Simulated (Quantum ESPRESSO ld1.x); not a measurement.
Problem. These are the eigenvalues of the occupied orbitals of an atom or ion with whole-number occupations (eV). Method: Dirac Kohn-Sham, HCTH/120, spin-unpolarised, spherical densities, point nucleus; computed with ld1.x of Quantum ESPRESSO 7.5.

| orbital | eigenvalue |
|---|---|
| 1s1/2 | -61167.6 |
| 2s1/2 | -10379.7 |
| 2p1/2 | -9902.96 |
| 2p3/2 | -8856.13 |
| 3s1/2 | -2352.13 |
| 3p1/2 | -2141.70 |
| 3p3/2 | -1919.24 |
| 3d3/2 | -1561.47 |
| 3d5/2 | -1512.75 |
| 4s1/2 | -474.629 |
| 4p1/2 | -389.403 |
| 4p3/2 | -338.963 |
| 4d3/2 | -198.802 |
| 4d5/2 | -189.598 |
| 5s1/2 | -69.9242 |
| 5p1/2 | -46.8063 |
| 5p3/2 | -40.6030 |
| 4f5/2 | -19.0869 |
| 4f7/2 | -17.7440 |

Which element is it, and in what charge state? The configuration may be excited. Open shells, if any, are shared by 2j + 1.

Solution. Z = 70, ytterbium, charge +2: Yb2+ in [Xe] 4f14. The list shows which subshells hold electrons but not how many an open one holds; the 1s level, -2247.9 hartree, gives Z - s = 67.1 by -(Z - s)^2/2, which with screening and relativity narrows Z to a few neighbours, and the depths of the outer levels then fix element, charge and occupations together.
